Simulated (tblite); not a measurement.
C2H14O2Si4.
SMILES with atom numbers: `[CH3:1][CH2:2][O:3][SiH2:4][SiH2:5][Si@H:6]([OH:7])[SiH3:8]` (hydrogens: H9, H10, H11 on C1; H12, H13 on C2; H14, H15 on Si4; H16, H17 on Si5; H18 on Si6; H19 on O7; H20, H21, H22 on Si8)

Geometry (GFN2-xTB, Å), atoms numbered from 1 in this order:
```xyz
22
C2H14O2Si4 angstrom
C     -2.143    1.398    1.391
C     -2.393    0.563    0.145
O     -1.279   -0.232   -0.137
Si    -1.268   -1.708   -0.824
Si     0.987   -2.078   -0.742
Si     2.314   -0.182   -1.026
O      3.903   -0.574   -0.877
Si     1.794    1.611    0.347
H     -1.281    2.043    1.241
H     -1.943    0.746    2.237
H     -3.016    2.008    1.609
H     -3.278   -0.069    0.290
H     -2.583    1.212   -0.719
H     -1.900   -1.653   -2.155
H     -2.165   -2.601   -0.071
H      1.287   -3.155   -1.706
H      1.352   -2.743    0.532
H      2.368    0.232   -2.437
H      4.267   -0.964   -0.088
H      1.309    1.183    1.667
H      2.908    2.524    0.646
H      0.750    2.456   -0.242
```

Method: GFN2-xTB as coded in tblite; computed harmonic values from a numerical Hessian at the method's own geometry, unscaled. Errors from tens to a few hundred cm⁻¹ against measured bands are possible. Modes of hydrogen on silicon can be 10 to 20 % off. One conformer, not necessarily the lowest. The optimisation stopped once no atom felt more than 0.01 eV/Å.

Lowest wavenumbers of the output (negative numbers stand for imaginary wavenumbers):
```
mode    cm-1
  1     -28.9
  2       8.7
  3      40.1
  4      59.5
  5      75.4
  6      95.9
  7     135.8
  8     140.9
```

Q: Is this structure a minimum?

A: Not by this Hessian. 1 mode is imaginary beyond 20i (29i cm⁻¹), so at this level the point lies at or near a first-order saddle. The curvature is small, so loose convergence or finite differences may be the whole cause.

Q: Which atoms move in the imaginary mode?

A: 29i: C2 (sp3 carbon bound to oxygen) 22 %, C1 (methyl carbon) 16 %, O3 (silyl ether oxygen) 13 %. These are shares of the mass-weighted motion.

Q: What is the remedy?

A: Step along that mode in both directions, optimise again with tighter thresholds and repeat the frequencies. The zero-point energy of this point (92.8 kcal/mol) counts the 59 real modes alone, and thermal corrections from it aren't those of a minimum.
